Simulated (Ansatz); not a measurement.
The cluster GaSn₆⁺. The state is a singlet with charge 1. Geometry B3LYP-D4/def2-SVP, basis def2-TZVP, Ansatz.

```xyz
7

Ga    1.428   -1.885   -2.694
Sn   -0.598   -0.538   -0.827
Sn    0.708   -0.732    2.090
Sn    0.812    2.179    0.110
Sn   -1.449    1.231    1.729
Sn   -3.308    0.012   -0.140
Sn    2.408   -0.266   -0.267
```

```json
{"run": "A", "HOMO (eV)": "-8.68", "LUMO (eV)": "-7.04"}
{"run": "B", "HOMO (eV)": "-8.25", "LUMO (eV)": "-6.81"}
{"run": "C", "HOMO (eV)": "-8.46", "LUMO (eV)": "-6.99"}
{"run": "D", "HOMO (eV)": "-9.12", "LUMO (eV)": "-6.51"}
{"run": "E", "HOMO (eV)": "-8.39", "LUMO (eV)": "-6.90"}
```

In the def2 sets Sn takes a core potential; there is no spin–orbit coupling. Another isomer (singlet) lies 0.45 eV lower at PBE0-D4/def2-TZVP; other spin states weren't run for this one.

**Question.** The runs used BLYP, PBE, PBE0, r2SCAN, revPBE. Estimate which is which.

**Answer.** A r2SCAN (0 % exact exchange); B BLYP (0 % exact exchange); C PBE (0 % exact exchange); D PBE0 (25 % exact exchange); E revPBE (0 % exact exchange). Exact exchange lowers occupied and raises empty levels; among semilocal functionals meta-GGAs tend to open the gap a little, and such runs are hard to tell apart. The gap grows from 1.44 eV (BLYP) to 2.61 eV (PBE0).
